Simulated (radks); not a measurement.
Polarisability of the arsenic ion As3+, [Ar] 3d10 4s2, at imaginary frequency. Method: scalar-relativistic Kohn-Sham, PBE, spin-polarised, spherical densities, finite nucleus; Fermi nuclear charge, rms radius 4.0968 fm; computed with a radial shooting solver on a logarithmic mesh with Libxc functionals. Response by self-consistent Sternheimer equations with the Hartree and adiabatic LDA kernel, the relativistic mass of each level held fixed and spin-orbit coupling left out.

w (hartree),alpha1(iw) (bohr^3),alpha2(iw) (bohr^5)
0.00266,6.622,14.50
0.0143,6.618,14.50
0.0360,6.595,14.48
0.0697,6.521,14.43
0.118,6.339,14.30
0.186,5.966,14.02
0.280,5.313,13.44
0.413,4.358,12.39
0.605,3.229,10.64
0.892,2.171,8.158
1.35,1.359,5.339
2.12,0.8106,2.898
3.59,0.4482,1.289
6.94,0.2013,0.4449
17.5,0.05199,0.09045

Static values: alpha1 = 6.623 bohr^3 (0.9814 angstrom^3; uncoupled 11.27), alpha2 = 14.50 bohr^5, alpha3 = 59.54 bohr^7. C6 = 20.73, C8 = 284.3, triple-dipole C9 = 96.12 atomic units. One-pole (London) frequency 4 C6 / (3 alpha1^2) = 0.630 hartree, against 1.633 for minus the highest occupied eigenvalue.
